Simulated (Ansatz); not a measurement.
Reactions of Cl₂Ge₂H₄, SMILES `[Cl][GeH]([Cl])[GeH3]`.

Calculated with Ansatz (gas phase, PBE0-D4/def2-TZVP geometries, no zero-point term in ΔE). CCSD(T)/CBS adds triple-zeta CCSD(T) − MP2 to the extrapolated MP2 energy (def2 sets, frozen cores). For Br, Ge outer-core shells are correlated without core-valence functions, which leaves a few kJ/mol of doubt a bond. Scalar relativity is left out up to krypton. One conformer a species, not always the lowest.

(1) Order these by ΔE at CCSD(T)/CBS, lowest first. (An estimate is asked.)
A. `[Cl][GeH]([Cl])[GeH3]` + `[OH][GeH3]` → `[GeH3][O][GeH3]` + `[Cl][GeH2][Cl]`
B. `[Cl][GeH]([Cl])[GeH3]` + `NBS` → `NB[S][GeH3]` + `[Cl][GeH2][Cl]`
C. `[Cl][GeH]([Cl])[GeH3]` + `C=C[SiH](F)Br` → `C=C[SiH](F)[GeH3]` + `[Cl][GeH]([Cl])[Br]`
D. `[Cl][GeH]([Cl])[GeH3]` + `CC=N` → `C/C=[N]\[GeH3]` + `[Cl][GeH2][Cl]`
E. `[Cl][GeH]([Cl])[GeH3]` + `O[SiH3]` → `O[SiH2][GeH3]` + `[Cl][GeH2][Cl]`

Largest T1 diagnostic: 0.013, for `C/C=[N]\[GeH3]`.

Results:

(1) B (-8.0 kJ/mol), A (+6.0 kJ/mol), E (+25.8 kJ/mol), D (+45.4 kJ/mol), C (+55.6 kJ/mol).
